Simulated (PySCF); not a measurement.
C2H6GeN2, SMILES [NH2][Ge@H]1[CH]=N[CH2]1.

The structure is a stationary point at TPSSh-D3(BJ)/def2-SVP. The structure was generated by enumeration; whether it is a known compound was not checked. One conformer was computed; it need not be the lowest.

Two levels are set side by side: TDDFT-PBE/def2-SVPD (PySCF) and TDDFT-B3LYP/def2-SVPD (PySCF). Vertical, same geometry. The lowest singlet is HOMO→LUMO 93 % with PBE and HOMO→LUMO 95 % with the other functional; states are paired by order. Differences are taken from unrounded values.

```csv
quantity,TDDFT-B3LYP,TDDFT-PBE,TDDFT-PBE minus TDDFT-B3LYP
lowest singlet excitation (eV),4.17,3.93,-0.24
lowest triplet excitation (TDA) (eV),3.42,3.25,-0.17
```

Functionals without exact exchange tend to place singlet excitations lower, as here. Differences between two approximate levels are no errors against the true value.

Rough cost on one machine, each run with all the roots and properties that it gave: TDDFT-B3LYP against TDDFT-PBE about 5 times.
